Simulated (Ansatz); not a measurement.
`[BH2][Zn][CH2]C` + `N=C=N` → `BN=C=N` + `C[CH2][ZnH]`  (cleavage of the B–Zn bond)

Computed with Ansatz on PBE0-D4/def2-TZVP structures; ΔE is electronic, products minus reactants. CCSD(T)/CBS adds triple-zeta CCSD(T) − MP2 to the extrapolated MP2 energy (def2 sets, frozen cores). This one scheme is used for every species. DFT in def2-TZVPP. B3LYP here is the variant with VWN-RPA as its local correlation; programs differ in this. For Zn outer-core shells are correlated without core-valence functions, which leaves a few kJ/mol of doubt a bond. Scalar relativity is left out up to krypton. Each species was taken in one conformer, which may not be the lowest.

Task: Is it downhill or uphill in electronic energy at CCSD(T)/CBS, and by how much? (Best estimate.)

Result: Computed: Downhill: ΔE = -1.44 eV.

Task: What do these levels give: PBE-D4, B3LYP-D4, B2PLYP, HF/def2-TZVPP, MP2/def2-TZVPP, HF/CBS(def2)? (Estimate.)

Result: The calculation gave: PBE-D4 -1.55, B3LYP-D4 -1.61, B2PLYP -1.56, HF/def2-TZVPP -1.56, MP2/def2-TZVPP -1.54, HF/CBS(def2) -1.56 eV.

Largest T1 diagnostic among the species: 0.017.
